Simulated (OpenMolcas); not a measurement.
An OpenMolcas run meant for neutral aluminium (ANO-RCC-VQZP, DKH2; inactive shells 1s 2s 2p; intended active space 3 electrons in 8 orbitals (3s 3p 4s 4p)). One step of its input:

```
&CASPT2
Multistate=3 1 2 3
Frozen=1 0
IPEA=0.25
Imaginary=1.5
MaxIter=60
WThr=0.0 0.3 0.05
PrWF=0.5
NoMix
```

The run finished. Its levels beside those of a sound run (SS-CASPT2, IPEA 0.25 Eh, imaginary shift 0.1 Eh (closed shells correlated: 2s 2p)), in cm⁻¹ above each run's lowest level:

```json
{"Level": "3s² 3p ²P°_1/2", "This run": "0.0", "Usual run": "0.0"}
{"Level": "3s² 3p ²P°_3/2", "This run": "82.2", "Usual run": "82.2"}
{"Level": "3s 3p² ⁴P_1/2", "This run": "27178", "Usual run": "27728"}
{"Level": "3s 3p² ⁴P_3/2", "This run": "27216", "Usual run": "27766"}
{"Level": "3s 3p² ⁴P_5/2", "This run": "27278", "Usual run": "27828"}
```

Which setting is unsound, and how much does it matter here?

The level shift is far above the usual 0.1 to 0.3 hartree and damps the second-order energy. Against the sound run the excited levels shown move by 410 cm-1 on average and by 550 cm-1 at most.

Over all roots computed the reference weight is 0.90 to 0.97 in the sound run; the roots of lowest weight are the least certain, and an intruder state may touch them. Active for correlation alone: 4p 4s; no level in the range computed is led by a configuration that fills them, so any true level of that kind is missing. Terms of s pⁿ other than that of highest spin mix with s² pⁿ⁻² d, which this space lacks; all of them can be thousands of cm-1 off, and some have no real level of that name. Levels of configurations outside the active space are missing.

° marks odd parity.
